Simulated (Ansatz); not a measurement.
Reactions of C$_{2}$HCl$_{2}$In (`C#[C][In]([Cl])[Cl]`).

Calculated with Ansatz (gas phase, PBE0-D4/def2-TZVP geometries, no zero-point term in ΔE). CCSD(T)/CBS is the MP2 limit (def2-TZVPP, def2-QZVPP) plus CCSD(T) − MP2 in def2-TZVPP, frozen cores. This one scheme is used for every species, atoms too. No spin–orbit coupling; open shells (•) take unrestricted orbitals. Spin–orbit coupling would lower the free atoms: a little for C, Cl; strongly for In. def2 core potentials past Kr. For I, In outer-core shells are correlated without core-valence functions, so the limit isn't a true one: a few kJ/mol of doubt a bond, and 10 to 20 or more in all where bonds break to atoms. One conformer a species, not always the lowest.

(1) Order these by ΔE at CCSD(T)/CBS, lowest first. (Best estimate.)
A. `C#[C][In]([Cl])[Cl]` + H₂ → `C#[C][InH][Cl]` + HCl
B. `C#[C][In]([Cl])[Cl]` + HI → `[Cl][In]([Cl])[I]` + acetylene
C. `C#[C][In]([Cl])[Cl]` + silanol → `[SiH3][O][In]([Cl])[Cl]` + acetylene
D. `C#[C][In]([Cl])[Cl]` + `CNCN` → `C#CN(C)CN` + `[Cl][InH][Cl]`
E. `C#[C][In]([Cl])[Cl]` + `N=C=O` → `O=C=[N][In]([Cl])[Cl]` + acetylene
F. `C#[C][In]([Cl])[Cl]` → 2 C• + 2 Cl• + H• + In•
G. `C#[C][In]([Cl])[Cl]` + CH₃NH₂ → `C[NH][In]([Cl])[Cl]` + acetylene

Largest T1 diagnostic: 0.018, for `N=C=O`.

Results:

(1) B (-118.7 kJ/mol), E (-29.8 kJ/mol), C (-14.7 kJ/mol), G (+10.2 kJ/mol), D (+57.5 kJ/mol), A (+90.2 kJ/mol), F (+2163.8 kJ/mol).
